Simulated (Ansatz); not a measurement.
Calculated with Ansatz (gas phase, PBE0-D4/def2-TZVP geometries, no zero-point term in ΔE). CCSD(T)/CBS is the MP2 limit (def2-TZVPP, def2-QZVPP) plus CCSD(T) − MP2 in def2-TZVPP, frozen cores. Functionals use def2-TZVPP. B3LYP here is the variant with VWN-RPA as its local correlation; programs differ in this. Elements past krypton have def2 core potentials. For Sn outer-core shells are correlated without core-valence functions, which leaves a few kJ/mol of doubt a bond. One conformer a species, not always the lowest.

`N=C[S][SnH3]` + `N=CCO` → `N=[CH][SnH3]` + `N=CSCO`  (formal exchange of groups at the Sn–S bond)

```csv
level,ΔE (kJ/mol),difference from CCSD(T)/CBS
PBE-D4,112.8,-1.0
B3LYP-D4,113.1,-0.7
ωB97X-V,112.5,-1.3
ωB97M-V,112.2,-1.6
B2PLYP,113.6,-0.2
PBE,113.7,-0.1
r2SCAN,116.8,3.0
PBE0,119.0,5.2
B3LYP,114.5,0.7
SCS-MP2/def2-TZVPP,110.2,-3.6
CCSD/def2-TZVPP,111.0,-2.8
HF/def2-QZVPP,124.5,10.7
MP2/def2-QZVPP,116.1,2.3
HF/CBS(def2),124.6,10.8
MP2/CBS(def2),118.0,4.2
CCSD/CBS(def2),116.0,2.2
CCSD(T)/CBS,113.8,0
```

Largest T1 diagnostic among the species: 0.015.

In def2-TZVPP, CCSD(T) changes the Hartree–Fock value by −14.9 kJ/mol (the triples alone add −2.2 kJ/mol) and MP2 by −10.8 kJ/mol. From PBE to PBE0 (25 % exact exchange), in def2-TZVPP and without D4, ΔE moves by +5.3 kJ/mol.
